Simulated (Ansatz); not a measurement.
## Ansatz (development build ahead of 0.2.0) run

```yaml
crystal:
  periodic: [false, false, false]
  atoms:
    - { symbol: Si, position_ang: [0.0, 0.0, 0.0] }
    - { symbol: F, position_ang: [0.84255, 0.84255, 0.84255] }
    - { symbol: F, position_ang: [0.84255, -0.84255, -0.84255] }
    - { symbol: F, position_ang: [-0.84255, 0.84255, -0.84255] }
    - { symbol: F, position_ang: [-0.84255, -0.84255, 0.84255] }
basis:
  gaussian: { orbitals: STO-3G }
hamiltonian:
  xc: hf
```

The input is written out in the form of the current development build from the run's settings.

Results

| Property | Result |
| --- | --- |
| Converged | yes |
| Total energy | -677.78946 hartree |
| Spin squared of the determinant | 0.000 |

Caution: no unrestricted run beside it, a lower state can exist.
